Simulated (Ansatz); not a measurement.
Born–Oppenheimer molecular dynamics of a periodic cell of 36 atoms, H6C2O (contents 4 CH3CH2OH, density as packed 0.99 g/cm³ with natural masses). It goes on from the last frame of an earlier run, with new velocities.

These are results of DFT PBEsol, scalar-relativistic, plane waves, PAW in Ansatz, not measurements. Settings: cutoff 420 eV, k mesh 1x1x1, fermi-dirac smearing 0.02 eV, no spin polarisation.

```json
{
 "ensemble": "NVT, Langevin thermostat",
 "time step": "0.5 fs",
 "steps asked": "400",
 "set temperature": "500 K",
 "friction": "0.05 /fs",
 "seed": "395881"
}
```

First frame:

```xyz
36
Lattice="6.7708 0.0000 0.0000 0.0000 6.7708 0.0000 0.0000 0.0000 6.7708" Properties=species:S:1:pos:R:3
C 2.728 3.574 6.131
C 3.270 4.734 5.304
O 4.578 5.233 5.639
H 4.751 5.605 6.524
H 3.331 4.535 4.230
H 2.685 5.697 5.409
H 1.724 3.424 5.956
H 3.432 2.566 6.197
H 2.745 3.931 7.221
C 4.269 2.365 2.514
C 3.088 1.523 2.219
O 3.346 0.495 1.182
H 2.561 0.091 0.803
H 2.724 1.100 3.200
H 2.269 2.215 1.886
H 3.939 3.434 2.438
H 4.685 2.320 3.487
H 5.110 2.270 1.851
C 0.426 0.759 5.393
C -0.209 1.871 6.105
O -0.952 2.729 5.222
H -1.257 3.545 5.679
H -0.916 1.426 6.805
H 0.478 2.499 6.755
H 0.564 -0.034 6.040
H -0.256 0.409 4.554
H 1.401 1.155 4.961
C 0.970 5.062 1.490
C -0.180 4.425 2.224
O 0.029 4.764 3.513
H -0.342 4.144 4.172
H -1.067 4.690 1.692
H -0.004 3.283 2.110
H 0.825 5.052 0.325
H 0.979 6.192 1.706
H 1.964 4.668 1.754
```

Task: What does the run give?

Result: The run went to its last step.

```
steps done                                               : 400
time covered                                             : 200 fs
mean temperature over the second half                    : 484 K
spread of the potential energy over the second half      : 5.8 meV per atom
mean potential energy of the second half above the start : -11.8 meV per atom
```

A run of 0.2 ps of so small a system gives no equilibrium averages. Limits of this set-up: coarse k mesh.

Task: What happens to the structure?

Result: Mean squared displacements from the first frame to the last, about the centre of mass: C 0.21 Å², O 0.09 Å², H 0.60 Å². This is one draw of velocities; another would differ in detail.

Task: How do temperature and energy run in time?

Result: 
```tsv
time (fs)	T (K)	potential energy less start (eV)
0.0	486	0.000
10.0	494	0.111
20.0	426	-0.042
30.0	520	-0.661
40.0	377	-0.155
50.0	409	-0.545
60.0	411	-0.290
70.0	541	-0.453
80.0	517	-0.370
90.0	447	-0.239
100.0	465	-0.298
110.0	444	-0.527
120.0	532	-0.748
130.0	440	-0.103
140.0	514	-0.381
150.0	540	-0.531
160.0	528	-0.435
170.0	485	-0.322
180.0	536	-0.554
190.0	521	-0.423
200.0	516	-0.394
```

Run time: 11 min on 1 thread of Arm Neoverse V2, on a shared host, peak memory 0.41 GiB.
